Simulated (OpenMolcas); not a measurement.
# Ru⁺: effect of the active space

```json
{
 "Program": "OpenMolcas",
 "Method": "SS-CASPT2, IPEA 0.25 Eh, imaginary shift 0.1 Eh",
 "Basis": "ANO-R1",
 "Scalar Hamiltonian": "X2C, finite nucleus",
 "Spin-orbit coupling": "state interaction with AMFI integrals over the reference wave functions, term energies averaged over their components"
}
```

A. 7 electrons in 5 orbitals (4d); 2S+1 = 4 even, 10 roots; 2S+1 = 2 even, 40 roots; closed shells correlated: 4s 4p; CASPT2 step roughly 4 core-seconds
B. 7 electrons in 6 orbitals (4d 5s); 2S+1 = 4 even, 50 roots; 2S+1 = 6 even, 6 roots kept (CI in the orbitals of an earlier block); 2S+1 = 2 even, 105 roots kept (CI in the orbitals of an earlier block); closed shells correlated: 4s 4p; CASPT2 step of the order of 22 core-seconds

Energies in cm-1 above 4d7 4F 9/2, the measured ground level; measured values from NIST Handbook of Basic Atomic Spectroscopic Data.

| Level | A | B | Measured |
| --- | --- | --- | --- |
| 4d7 4F 9/2 | 0.0 | 0.0 | 0.0 |
| 4d7 4F 7/2 | 1547 | 1651 | 1523 |
| 4d7 4F 5/2 | 2570 | 2710 | 2494 |
| 4d7 4F 3/2 | 3220 | 3380 | 3104 |
| 4d7 4P 5/2 | 10900 | 9140 | 8257 |
| 4d7 4P 3/2 [67 %] | 11100 | 9520 | 8478 |
| 4d7 2G 9/2 | 11940 | 11630 |  |
| 4d7 4P 1/2 | 12030 | 10620 | 9374 |
| 4d7 2G 7/2 | 13450 | 13090 |  |
| 4d7 2P 3/2 [51 %] | 15360 | 13400 |  |
| 4d7 2H 11/2 | 16160 | 16450 |  |
| 4d7 2P 1/2 | 17350 | 15250 |  |
| 4d7 2H 9/2 | 17630 | 17940 |  |
| 4d7 2F 5/2 | 25810 | 24230 |  |
| 4d7 2F 7/2 | 26550 | 24560 |  |

Deviations, from unrounded energies. A percentage is the sum of absolute deviations over the sum of measured energies, with the sign that they share, or ± where signs differ.

```
                        Against measurement  Levels      A      B
             mean absolute deviation (cm-1)       6   1400    630
      fine structure of the ground term (%)       3   +3.0   +8.7
other terms of the ground configuration (%)       3  +30.4  +12.2
```

B lies closest to measurement on these levels. The largest miss of B in the table is 4d7 4P 1/2, by +1200 cm-1. The ranking rests on the paired levels alone, and a cruder setting can come out closer through cancelling errors.

The spin-orbit steps hold different terms of 4d7 (B lacks a 2D), which shifts levels as well.

Between A and B the level of the table that moves most is 4d7 2P 1/2, by 2100 cm-1 (lowest in B, highest in A). Moves below CASPT2's spread within the term are not significant.

CASPT2 breaks the degeneracy within a term, and the mean is taken; among the terms shown or strongly mixed into the levels shown the widest spread is 720 cm-1 (4d7 2H, A). Configurations with an s electron lie low at this charge and mix in, so terms can be misplaced (holds for A). The CASPT2 spread within a term exceeds the gap to the next term for 4d7 2P and 4d7 2H, 4d7 2H and 4d7 2D(1), so the order of their levels is uncertain (holds for A). Some terms miss by over 15 % even with CASPT2, which points to a basis or an active space too small for the shells correlated (holds for A). Terms from blocks run as CI alone lack orbitals of their own (holds for B). Configurations are named by rounded mean occupations; where the s occupation lies near a half they are strongly mixed, a name can repeat and a true partner stay unpaired (holds for B). Computed and measured levels are paired by configuration, term and J; levels that our copy of the source lacks, or whose pairing is in doubt (as where it misses far off the trend of its configuration), stay unpaired and out of the deviations. Levels of configurations outside the active space are missing. Levels that lie high or do not pair safely by name in every column are left out.

A share in square brackets marks a mixed level and gives the weight of the term that names it, the lowest over the columns. A number in round brackets counts repeated terms of one configuration in the order of the reference energies.
